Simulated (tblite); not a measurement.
Compound: C6H9FSi.
Structure used (GFN2-xTB), in Å, numbered top down from 1:
```
atom  x, y, z in Å
F1     3.2209   -1.7007   -1.5478
C2     3.3251   -0.8249   -0.4848
C3     2.0284   -0.3066   -0.1005
C4     0.9357    0.0986    0.1867
C5    -0.3858    0.5710    0.5127
C6    -1.3883   -0.5682    0.8303
Si7   -2.6912    0.2085   -0.3328
C8    -1.1179    1.2366   -0.6809
H9     3.7835   -1.3853    0.3399
H10    3.9911   -0.0152   -0.8094
H11   -0.3144    1.2644    1.3546
H12   -1.6146   -0.6637    1.8895
H13   -1.0092   -1.5301    0.4896
H14   -3.7648    0.9365    0.3457
H15   -3.2050   -0.6234   -1.4175
H16   -1.1687    2.3204   -0.6083
H17   -0.6316    0.9941   -1.6241
```

Computed values, GFN2-xTB/tblite, gas phase, harmonic and unscaled. This tight-binding method is rough: wavenumbers can miss measured ones by several per cent, in bad cases by 10 to 20. Modes of hydrogen on silicon can be 10 to 20 % off. One conformer, not necessarily the lowest.

How many normal modes are there?

17 atoms, non-linear: 3N − 6 = 45.

What is the point group of the computed structure, and how do the modes divide by symmetry?

Cs. The vibrations span 27 a′ + 18 a″.

How many distinct wavenumbers does the calculation give?

45: Cs has no degenerate species.

How many fundamentals are allowed in the infrared by symmetry?

45 of 45: in Cs every mode is allowed. All fundamentals are allowed in the Raman spectrum.

Zero-point energy?

Half the sum of the wavenumbers, 27698 cm⁻¹, or 79.2 kcal/mol from 45 modes, 39.7 kcal/mol of it from above 1550 cm⁻¹.
